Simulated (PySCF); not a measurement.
## Spinor energies of F⁵⁺ (fluorine, charge +5)

Start: [He] 2s2. Calculated with PySCF 2.14 in an uncontracted even-tempered set (18 s from 0.079 bohr⁻², ratio 2.6; 11 p from 0.1 bohr⁻², ratio 2.6; 8 d from 0.11 bohr⁻², ratio 2.8; 4 f from 3.3 bohr⁻², ratio 2.8): generalised Hartree-Fock with the X2C-1e Hamiltonian and a Gaussian nucleus; spin-orbit coupling (SO) screened by Boettger's factors.

```csv
spinor shell,electrons,"ε, screened SO (eV)",weight of nominal j (screened SO),"rms radius, screened SO (bohr)"
1s1/2,2,-873.27,1.000,0.202
2s1/2,2,-154.33,1.000,0.874
```

| quantity | screened SO |
| --- | --- |
| E (hartree) | -88.02170 |
| M_J | 0 |
| ⟨J²⟩ | 0.000 |
| ⟨L²⟩ | 0.000 |
| ⟨S²⟩ | 0.000 |
